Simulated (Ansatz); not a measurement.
Calculated with Ansatz (gas phase, PBE0-D4/def2-TZVP geometries, no zero-point term in ΔE). CCSD(T)/CBS is the MP2 limit (def2-TZVPP, def2-QZVPP) plus CCSD(T) − MP2 in def2-TZVPP, frozen cores. This one scheme is used for every species. Each species was taken in one conformer, which may not be the lowest.

Consider the redistribution: `CO[Si@@H](N)[Si@@H](N)OC` + `N[SiH2]F` → `CO[SiH2]N` + `CO[Si@@H](N)[Si@H](N)F`.

| species | MP2/def2-QZVPP energy (Eh) |
| --- | --- |
| `CO[Si@@H](N)[Si@@H](N)OC` | -921.15949 |
| `N[SiH2]F` | -445.99528 |
| `CO[SiH2]N` | -461.17168 |
| `CO[Si@@H](N)[Si@H](N)F` | -905.98583 |

Task: Work out ΔE.

Result: ΔE = (-461.17168) + (-905.98583) − (-921.15949) − (-445.99528) = -0.00274 Eh = -0.07 eV. CCSD(T)/CBS gives -0.08 eV.

Largest T1 diagnostic among the species: 0.012.
